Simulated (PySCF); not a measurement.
## Telling isomers of C₄H₄F₃NO apart by NMR

- GFN2-xTB structure
- PBE0/pcSseg-1 with gauge-including orbitals
- B3LYP/pcJ-1 coupling constants (spin–dipole term left out of most H,H and C,H couplings)
- run in PySCF 2.14.0 with density-fitted response routines
- one conformer, no solvent, equivalent nuclei averaged, non-relativistic Hamiltonian

Chemical shifts δ = σref − σ; ¹H, ¹³C vs TMS, all at this level. Multiplet labels drop J under 1 Hz and among equivalent protons, and merge close values. Unscaled 3J(H,H) run several per cent high. Splittings of carbon signals by F and P are missing where no couplings were computed. Where no couplings were computed, multiplicities follow the n + 1 count of equivalent neighbours, and m marks all less simple cases (inequivalent or close neighbours, rings, F or P nearby). One-bond C–F couplings are unscaled and too large by tens of Hz. Shifts are as computed. Against solution values, carbons near 30 ppm lie about +3 ppm off and those near 130 ppm about +5 ppm. Of 1211 compounds with measured shifts, 218 miss one by over three times the rms of a fit or turn the order of signals round; such compounds aren't used in these exercises. OH and NH positions are gas-phase values without hydrogen bonding to other molecules.

(1) Tabulate the signals of `[H]/N=C\C(=O)CC(F)(F)F`, `O=CN1C[C@H]1C(F)(F)F`, `CO[C@@H](C#N)C(F)(F)F` and their relative energies.

(2) What is the quickest way to tell O=CN1C[C@H]1C(F)(F)F from CO[C@@H](C#N)C(F)(F)F?

(3) What is the quickest way to tell [H]/N=C\C(=O)CC(F)(F)F from CO[C@@H](C#N)C(F)(F)F?

(4) What is the quickest way to tell [H]/N=C\C(=O)CC(F)(F)F from O=CN1C[C@H]1C(F)(F)F?

## Answers

(1) 
| SMILES | carbon types | δC | δH | E rel. (kcal/mol) |
| --- | --- | --- | --- | --- |
| [H]/N=C\C(=O)CC(F)(F)F | 2×C 1×CH 1×CH2 | 186.5, 165.4, 133.0, 51.5 | 13.48 (br s, 1H), 8.63 (q, 1H), 3.34 (q, 2H) | 0.0 |
| O=CN1C[C@H]1C(F)(F)F | 1×C 2×CH 1×CH2 | 163.0, 132.9, 36.7, 26.9 | 8.77 (s, 1H), 3.09 (m, 1H), 2.66 (m, 1H), 2.40 (m, 1H) | 7.2 |
| CO[C@@H](C#N)C(F)(F)F | 2×C 1×CH 1×CH3 | 130.7, 116.8, 72.5, 60.1 | 4.20 (q, 1H), 3.77 (s, 3H) | 12.9 |

Energies are electronic energies at PBE0/pcSseg-1 on these geometries, without zero-point or thermal terms, each for the one conformer computed, which needn't be the lowest.

(2) Both give the same number of carbon signals, but DEPT or the intensities differ. The first has an amide carbonyl carbon (CH) at 163.0 ppm, the second a methyl carbon bonded to O (CH3) at 60.1 ppm. Their most deshielded carbons lie at 163.0 and 130.7 ppm. In the proton spectra the most deshielded non-exchanging signals are 8.77 (s, 1H) and 4.20 (q, J = 4.4 Hz, 1H).

(3) Both give the same number of carbon signals, but DEPT or the intensities differ. The first has a C=N carbon (CH) at 165.4 ppm, the second an sp3 CH bonded to O, α to a nitrile at 72.5 ppm. Their most deshielded carbons lie at 186.5 and 130.7 ppm. In the proton spectra the most deshielded non-exchanging signals are 8.63 (q, J = 2.0 Hz, 1H) and 4.20 (q, J = 4.4 Hz, 1H).

(4) Both give the same number of carbon signals, but DEPT or the intensities differ. The first has a ketone carbonyl carbon (C) at 186.5 ppm, the second an aziridine ring carbon (CH) at 36.7 ppm. Their most deshielded carbons lie at 186.5 and 163.0 ppm.
